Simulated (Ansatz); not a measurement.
H4Si2, SMILES `[SiH][SiH3]` (excited triplet) (charge 0, multiplicity 3). This triplet is an excited state, 0.59 eV above the relaxed singlet at the level composite: frozen-core CCSD(T) with HF/cc-pVQZ and the correlation energy extrapolated as X^-3 from cc-pVTZ and cc-pVQZ, plus CCSDT(Q) minus CCSD(T) in cc-pVDZ // PBE0-D3(BJ)/def2-TZVP (Ansatz, a program for electronic structure).

Cartesian coordinates (Å):
```xyz
6

Si     1.5521     0.6297     0.0389
Si    -0.6801     0.0195    -0.0361
H      2.6514    -0.3717     0.1603
H     -1.0913    -0.6947     1.2038
H     -1.4665     1.2732    -0.1610
H     -0.9657    -0.8560    -1.2059
```
Charge 0, spin multiplicity 3.

Frozen-core energies in 6-31g from Ansatz at a geometry from PBE0-D3(BJ)/def2-TZVP; the HF reference has <S^2> = 2.01 and the T1 diagnostic is 0.010.

```tsv
level	energy (Ha)
HF	-580.01664
MP2	-580.10226
CCSD	-580.13363
CCSD(T)	-580.13539
```

Estimate the energies of CCSDT, CCSDT(Q) and CCSDTQ, and give each level's difference from CCSDTQ.


```tsv
level	energy (Ha)	difference from CCSDTQ (mHa)
MP2	-580.10226	33.83
CCSD	-580.13363	2.46
CCSD(T)	-580.13539	0.70
CCSDT	-580.13600	0.09
CCSDT(Q)	-580.13608	0.02
CCSDTQ	-580.13610	0.00
```
